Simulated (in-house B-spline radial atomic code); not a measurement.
Radial electron density of the selenium ion Se⁸⁺, [Ar] 3d8. Level of theory: scalar-relativistic (X2C) TPSSh, spin-polarised, spherical fractional occupations, Fermi nucleus of rms radius 4.14 fm; calculated with a B-spline radial code for spherical atoms.

Caution: exact exchange at fractional occupations of open shells leaves self-interaction of up to several eV.

One-electron X2C: radii and densities carry no picture-change correction, so inner-shell <1/r> comes out high (for 1s by about 2 % at Z = 33, 5 % at 54, 10 % at 75, 30 % at 118) and <r> low.

Columns: r (bohr), 4πr²n(r) (electrons per bohr), bar.

```
 0.00166    1.263 #
 0.00198    1.707 ##
 0.00235    2.279 ##
  0.0028    3.049 ###
 0.00332    4.026 ####
 0.00395    5.313 #####
  0.0047    6.962 ######
 0.00559    9.035 ########
 0.00664    11.58 ##########
  0.0079    14.69 #############
  0.0094    18.36 ################
  0.0112    22.57 ####################
  0.0133    27.05 ########################
  0.0158    31.63 ############################
  0.0188    35.95 ################################
  0.0223    39.41 ###################################
  0.0266    41.64 #####################################
  0.0316    42.11 ######################################
  0.0375    40.86 #####################################
  0.0446    38.33 ##################################
  0.0531     35.6 ################################
  0.0631    34.21 ###############################
  0.0751    35.38 ################################
  0.0893    39.37 ###################################
   0.106    44.76 ########################################
   0.126    48.93 ############################################
    0.15    48.98 ############################################
   0.178    43.93 #######################################
   0.212    35.51 ################################
   0.252    28.12 #########################
     0.3    25.35 #######################
   0.357    27.44 #########################
   0.424    30.71 ############################
   0.504    30.79 ############################
     0.6     25.9 #######################
   0.713       18 ################
   0.848    10.17 #########
    1.01    4.553 ####
     1.2    1.626 #
    1.43   0.4394 
     1.7   0.0894 
    2.02  0.01278
```

On this grid the curve has 3 maxima, near 0.0316, 0.15, 0.504 bohr.

The 3p up radial function P(r) = rR(r), positive near the nucleus:

```json
{"r (bohr)": "0.00166", "P": "0.001732"}
{"r (bohr)": "0.00235", "P": "0.003223"}
{"r (bohr)": "0.00332", "P": "0.006004"}
{"r (bohr)": "0.0047", "P": "0.01124"}
{"r (bohr)": "0.00664", "P": "0.02091"}
{"r (bohr)": "0.0094", "P": "0.03872"}
{"r (bohr)": "0.0133", "P": "0.0706"}
{"r (bohr)": "0.0188", "P": "0.1256"}
{"r (bohr)": "0.0266", "P": "0.2159"}
{"r (bohr)": "0.0375", "P": "0.3505"}
{"r (bohr)": "0.0531", "P": "0.5293"}
{"r (bohr)": "0.0751", "P": "0.7093"}
{"r (bohr)": "0.106", "P": "0.7846"}
{"r (bohr)": "0.15", "P": "0.5921"}
{"r (bohr)": "0.212", "P": "0.02228"}
{"r (bohr)": "0.3", "P": "-0.7883"}
{"r (bohr)": "0.424", "P": "-1.378"}
{"r (bohr)": "0.6", "P": "-1.338"}
{"r (bohr)": "0.848", "P": "-0.8031"}
{"r (bohr)": "1.2", "P": "-0.2764"}
{"r (bohr)": "1.7", "P": "-0.04617"}
```
